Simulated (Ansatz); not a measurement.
## From Ti to Hf: the HOMO–LUMO gap

One atom is swapped for its congeners: Ti(SeH)4; Zr(SeH)4; Hf(SeH)4. All are singlets with charge 0.

Shapes, held fixed at every level: PBE0-D4/def2-TZVP. Flexible molecules stand in one conformer, not always the lowest. Programs: Ansatz 0.2.0. Values in eV.

```
               level  Ti(SeH)4  Hf(SeH)4
    SPW92/def2-TZVPP      2.29      3.32
   PBE-D4/def2-TZVPP      2.35      3.38
r2SCAN-D4/def2-TZVPP      2.68      3.83
 B3LYP-D4/def2-TZVPP      3.88      4.83
  wB97X-V/def2-TZVPP      8.54      9.54
  wB97M-V/def2-TZVPP      8.42      9.30
```

(1) Estimate the column for Zr(SeH)4 from its neighbours.

Results:

(1) The mean of the neighbours at wB97M-V/def2-TZVPP is 8.86 eV, against 8.92 from the run. All rows: SPW92/def2-TZVPP 3.04; PBE-D4/def2-TZVPP 3.08; r2SCAN-D4/def2-TZVPP 3.48; B3LYP-D4/def2-TZVPP 4.50; wB97X-V/def2-TZVPP 9.13; wB97M-V/def2-TZVPP 8.92 eV. At wB97M-V/def2-TZVPP the HOMO–LUMO gap rises at every step, from 8.42 to 9.30 eV. Every level shows the same order. For atoms past krypton def2 sets carry core potentials with scalar relativity. Relativity is left out for Se unless named. Orbital gaps aren't excitation energies, and the LUMO depends on the basis.
